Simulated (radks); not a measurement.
All-electron atom: As21+ in [Ne] 3s2. Method: scalar-relativistic Kohn-Sham, PBE, spin-unpolarised, spherical densities, finite nucleus; Fermi nuclear charge, rms radius 4.0968 fm; computed with a radial shooting solver on a logarithmic mesh with Libxc functionals.

Normalised radial functions P(r) = r R(r), r in bohr:

```
   r/bohr * 2p, o 3p (the largest magnitude, 2.33, reaches the edge; | marks zero, & curves that meet)
 0.003977                             &
 0.005056                             &
 0.006428                             &
 0.008171                             o*
  0.01039                             |&
  0.01321                             |o*
  0.01679                             |o *
  0.02134                             | o *
  0.02713                             |  o  *
  0.03449                             |   o   *
  0.04384                             |     o     *
  0.05574                             |       o       *
  0.07029                             |        o          *
  0.08936                             |          o            *
   0.1136                             |          o              *
   0.1444                             |        o                 *
   0.1836                             |   o                    *
   0.2334                          o  |                   *
   0.2967                  o          |            *
   0.3771            o                |      *
   0.4794           o                 |  *
   0.6095              o              |*
   0.7748                    o        *
    0.985                          o  *
    1.252                            o*
    1.592                             &
    2.024                             &
    2.572                             &
```

2p: eigenvalue -2181.1 eV, 0 radial nodes, <r> = 0.174 bohr, 90 % of the charge inside 0.283 bohr. 3p (empty): eigenvalue -836.60 eV, 1 radial node at r = 0.213 bohr, <r> = 0.486 bohr, 90 % of the charge inside 0.718 bohr.
